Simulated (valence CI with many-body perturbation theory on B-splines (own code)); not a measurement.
Pm28+: electric-dipole lines

Method: valence CI with perturbative core correlation (CI+MBPT): five valence electrons over a frozen Dirac-Fock core [Ar] 3d10, radial functions for each j: 11 s, 11 p, 10 d, 8 f, 5 g, 2 h, with the one-electron correlation potential Σ1 (screened to all orders), the two-electron term Σ2, the three-electron term Σ3, Breit, model QED; selected single and double excitations, second order for the rest, scaled by the run's own slope (own B-spline code, finite nucleus).

No measured spectrum was set against this ion. As an estimate, large intervals hold to a few tenths of a per cent, small ones and those within an open d or f shell to about a per cent. Among the levels kept, up to 2100 cm⁻¹ of a level comes from second order outside the variational space, and about a tenth of that is noise between levels of different J, which matters for small intervals.

Lines 101 to 150 of 560 in falling wavelength, among levels below 2498600 cm⁻¹, chosen from the strongest by gf and those to the six lowest levels. Wavelengths and rates use the calculated energies. Electric multipoles are in the length gauge, E1 and E2 with the static RPA response of the core. Weak lines are less certain than strong ones. Lines between different terms over intervals too small for the method are left out, as are lines whose strength nearly cancels. Where a level lies close to another of its J and parity, the split of strength between their lines is uncertain. The highest levels of a list are the least certain.

Levels are named by their leading jj configuration (3d3/2^4 stands for four electrons in 3d with j = 3/2), which in mixed levels can hold well under half, so a name can repeat and another be missing. Letters in brackets count levels of one name in rising energy.

| λ vac (nm) | Upper | Lower | A (s⁻¹) | S (a.u.) with core polarisation | S without |
| --- | --- | --- | --- | --- | --- |
| 11.52 | (4s 4p1/2 4p3/2^2 4d5/2) J=5/2 [a] | (4s^2 4p1/2 4p3/2 4d3/2) J=7/2 | 4.76e+10 | 2.16e-01 | 2.32e-01 |
| 11.51 | (4s 4p3/2^3 4d5/2) J=3/2 [a] | (4s^2 4p3/2^2 4d3/2) J=1/2 | 2.23e+10 | 6.70e-02 | 7.22e-02 |
| 11.50 | (4s^2 4p1/2 4d3/2 4d5/2) J=9/2 | (4s^2 4p1/2 4p3/2 4d5/2) J=7/2 [b] | 1.05e+10 | 7.89e-02 | 8.48e-02 |
| 11.49 | (4s^2 4p1/2 4p3/2 4d3/2) J=7/2 | (4s^2 4p1/2 4p3/2^2) J=5/2 | 3.19e+08 | 1.92e-03 | 2.02e-03 |
| 11.47 | (4s 4p3/2^3 4d5/2) J=5/2 [b] | (4s^2 4p3/2^2 4d3/2) J=7/2 | 6.23e+10 | 2.79e-01 | 2.99e-01 |
| 11.47 | (4s^2 4p1/2 4d3/2 4d5/2) J=5/2 [a] | (4s^2 4p1/2 4p3/2 4d5/2) J=3/2 [b] | 1.57e+10 | 7.01e-02 | 7.54e-02 |
| 11.47 | (4s 4p1/2^2 4p3/2 4d3/2) J=7/2 | (4s 4p1/2^2 4p3/2^2) J=5/2 | 1.22e+09 | 7.26e-03 | 7.66e-03 |
| 11.44 | (4s 4p1/2 4p3/2^2 4d3/2) J=5/2 [c] | (4s^2 4p1/2 4p3/2 4d3/2) J=5/2 [a] | 2.38e+10 | 1.05e-01 | 1.13e-01 |
| 11.42 | (4s 4p1/2 4p3/2^2 4d3/2) J=3/2 [e] | (4s^2 4p1/2 4p3/2 4d3/2) J=5/2 [a] | 5.10e+10 | 1.50e-01 | 1.61e-01 |
| 11.42 | (4s 4p1/2 4p3/2^2 4d5/2) J=7/2 [c] | (4s^2 4p1/2 4p3/2 4d5/2) J=7/2 [a] | 3.48e+10 | 2.04e-01 | 2.20e-01 |
| 11.41 | (4s 4p1/2 4p3/2^2 4d3/2) J=1/2 [c] | (4s 4p1/2 4p3/2^3) J=3/2 [b] | 5.24e+10 | 7.69e-02 | 8.24e-02 |
| 11.41 | (4s 4p1/2 4p3/2^2 4d5/2) J=5/2 [b] | (4s^2 4p1/2 4p3/2 4d3/2) J=7/2 | 1.78e+10 | 7.83e-02 | 8.40e-02 |
| 11.41 | (4s^2 4p3/2 4d3/2 4d5/2) J=5/2 [a] | (4s^2 4p3/2^2 4d5/2) J=5/2 [a] | 1.43e+10 | 6.29e-02 | 6.77e-02 |
| 11.39 | (4s^2 4p1/2 4p3/2 4d3/2) J=5/2 [a] | (4s^2 4p1/2 4p3/2^2) J=3/2 | 5.58e+08 | 2.44e-03 | 2.61e-03 |
| 11.37 | (4s 4p1/2 4p3/2^2 4d3/2) J=5/2 [a] | (4s^2 4p1/2^2 4d5/2) J=5/2 | 1.56e+10 | 6.77e-02 | 7.27e-02 |
| 11.36 | (4s 4p1/2 4p3/2^2 4d5/2) J=3/2 [e] | (4s^2 4p1/2 4p3/2 4d3/2) J=5/2 [b] | 2.45e+10 | 7.09e-02 | 7.61e-02 |
| 11.36 | (4s 4p1/2 4p3/2^2 4d5/2) J=3/2 [g] | (4s^2 4p1/2 4p3/2 4d5/2) J=5/2 [b] | 7.36e+10 | 2.13e-01 | 2.28e-01 |
| 11.35 | (4s^2 4p1/2 4d5/2^2) J=7/2 | (4s^2 4p1/2 4p3/2 4d5/2) J=5/2 [b] | 3.00e+10 | 1.73e-01 | 1.87e-01 |
| 11.33 | (4s^2 4p1/2 4d3/2 4d5/2) J=5/2 [a] | (4s^2 4p1/2 4p3/2 4d3/2) J=5/2 [b] | 2.02e+10 | 8.73e-02 | 9.37e-02 |
| 11.29 | (4s 4p1/2 4p3/2^2 4d5/2) J=5/2 [h] | (4s^2 4p1/2 4p3/2 4d5/2) J=7/2 [b] | 7.80e+10 | 3.32e-01 | 3.56e-01 |
| 11.26 | (4p1/2^2 4p3/2^3) J=3/2 | (4s 4p1/2^2 4p3/2^2) J=5/2 | 2.57e+10 | 7.23e-02 | 7.74e-02 |
| 11.22 | (4s 4p1/2 4p3/2^2 4d5/2) J=7/2 [e] | (4s^2 4p1/2 4p3/2 4d5/2) J=9/2 | 1.32e+11 | 7.38e-01 | 7.92e-01 |
| 11.16 | (4s^2 4p1/2 4p3/2 4d5/2) J=7/2 [a] | (4s^2 4p1/2 4p3/2^2) J=5/2 | 2.18e+08 | 1.20e-03 | 1.27e-03 |
| 11.16 | (4s 4p3/2^3 4d5/2) J=3/2 [b] | (4s^2 4p3/2^2 4d3/2) J=5/2 | 4.12e+10 | 1.13e-01 | 1.21e-01 |
| 11.16 | (4s 4p1/2 4p3/2^2 4d5/2) J=9/2 [d] | (4s^2 4p1/2 4p3/2 4d3/2) J=7/2 | 1.52e+10 | 1.04e-01 | 1.12e-01 |
| 11.15 | (4s 4p1/2 4p3/2^2 4d5/2) J=7/2 [b] | (4s^2 4p1/2 4p3/2 4d3/2) J=7/2 | 2.06e+10 | 1.13e-01 | 1.20e-01 |
| 11.15 | (4s 4p3/2^3 4d5/2) J=7/2 [b] | (4s^2 4p3/2^2 4d5/2) J=9/2 | 8.20e+10 | 4.48e-01 | 4.81e-01 |
| 11.13 | (4s 4p1/2 4p3/2^2 4d5/2) J=5/2 [e] | (4s^2 4p1/2 4p3/2 4d5/2) J=7/2 [a] | 2.13e+10 | 8.71e-02 | 9.33e-02 |
| 11.10 | (4s 4p1/2 4p3/2^2 4d3/2) J=3/2 [e] | (4s^2 4p1/2 4p3/2 4d3/2) J=1/2 [a] | 2.28e+10 | 6.16e-02 | 6.62e-02 |
| 11.06 | (4s 4p1/2 4p3/2^3) J=3/2 [b] | (4s^2 4p1/2 4p3/2^2) J=5/2 | 1.11e+11 | 2.96e-01 | 3.17e-01 |
| 11.04 | (4s^2 4p3/2^2 4d3/2) J=1/2 | (4s^2 4p3/2^3) J=3/2 | 3.37e+09 | 4.47e-03 | 4.82e-03 |
| 11.03 | (4s^2 4p1/2^2 4d3/2) J=3/2 | (4s^2 4p1/2^2 4p3/2) J=3/2 | 8.06e+10 | 2.13e-01 | 2.28e-01 |
| 11.01 | (4s^2 4p3/2 4d3/2 4d5/2) J=5/2 [c] | (4s^2 4p3/2^2 4d5/2) J=3/2 | 2.59e+10 | 1.02e-01 | 1.10e-01 |
| 11.00 | (4s 4p3/2^3 4d5/2) J=7/2 [b] | (4s^2 4p3/2^2 4d5/2) J=7/2 | 1.56e+10 | 8.18e-02 | 8.79e-02 |
| 10.99 | (4s 4p1/2 4p3/2^2 4d5/2) J=7/2 [d] | (4s^2 4p1/2 4p3/2 4d5/2) J=7/2 [a] | 1.30e+10 | 6.82e-02 | 7.32e-02 |
| 10.99 | (4s^2 4p1/2 4p3/2 4d5/2) J=3/2 [a] | (4s^2 4p1/2 4p3/2^2) J=1/2 | 1.70e+09 | 4.47e-03 | 4.76e-03 |
| 10.98 | (4s^2 4p1/2 4d5/2^2) J=9/2 | (4s^2 4p1/2 4p3/2 4d5/2) J=7/2 [b] | 3.52e+10 | 2.30e-01 | 2.46e-01 |
| 10.97 | (4s 4p1/2 4p3/2^2 4d3/2) J=3/2 [a] | (4s^2 4p1/2^2 4d3/2) J=3/2 | 3.66e+10 | 9.53e-02 | 1.02e-01 |
| 10.96 | (4s^2 4p1/2 4p3/2 4d3/2) J=1/2 [b] | (4s^2 4p1/2 4p3/2^2) J=3/2 | 7.70e+10 | 1.00e-01 | 1.07e-01 |
| 10.91 | (4s^2 4p1/2 4d3/2 4d5/2) J=7/2 [a] | (4s^2 4p1/2 4p3/2 4d5/2) J=9/2 | 1.85e+10 | 9.48e-02 | 1.01e-01 |
| 10.88 | (4s^2 4p3/2^2 4d3/2) J=5/2 | (4s^2 4p3/2^3) J=3/2 | 7.07e+09 | 2.69e-02 | 2.88e-02 |
| 10.87 | (4s 4p3/2^3 4d3/2) J=5/2 [b] | (4s^2 4p3/2^2 4d5/2) J=7/2 | 2.61e+10 | 9.95e-02 | 1.07e-01 |
| 10.86 | (4s 4p1/2^2 4p3/2 4d3/2) J=1/2 [b] | (4s 4p1/2^2 4p3/2^2) J=3/2 | 7.57e+10 | 9.56e-02 | 1.02e-01 |
| 10.85 | (4s 4p1/2 4p3/2^2 4d5/2) J=7/2 [b] | (4s^2 4p1/2 4p3/2 4d3/2) J=5/2 [a] | 1.59e+10 | 8.00e-02 | 8.58e-02 |
| 10.84 | (4s^2 4p3/2 4d5/2^2) J=11/2 | (4s^2 4p3/2^2 4d5/2) J=9/2 | 1.97e+10 | 1.49e-01 | 1.59e-01 |
| 10.82 | (4s 4p1/2 4p3/2^2 4d5/2) J=1/2 [b] | (4s^2 4p1/2 4p3/2 4d5/2) J=3/2 [b] | 9.32e+10 | 1.17e-01 | 1.25e-01 |
| 10.82 | (4s 4p1/2 4p3/2^2 4d5/2) J=5/2 [e] | (4s^2 4p1/2 4p3/2 4d3/2) J=7/2 | 2.93e+10 | 1.10e-01 | 1.18e-01 |
| 10.81 | (4s 4p1/2 4p3/2^2 4d5/2) J=7/2 [e] | (4s^2 4p1/2 4p3/2 4d5/2) J=7/2 [a] | 1.38e+10 | 6.90e-02 | 7.42e-02 |
| 10.79 | (4s 4p1/2^2 4p3/2 4d3/2) J=3/2 [b] | (4s 4p1/2^2 4p3/2^2) J=5/2 | 1.56e+10 | 3.89e-02 | 4.14e-02 |
| 10.79 | (4s^2 4p3/2 4d3/2^2) J=5/2 | (4s^2 4p3/2^2 4d3/2) J=7/2 | 2.10e+10 | 7.81e-02 | 8.35e-02 |
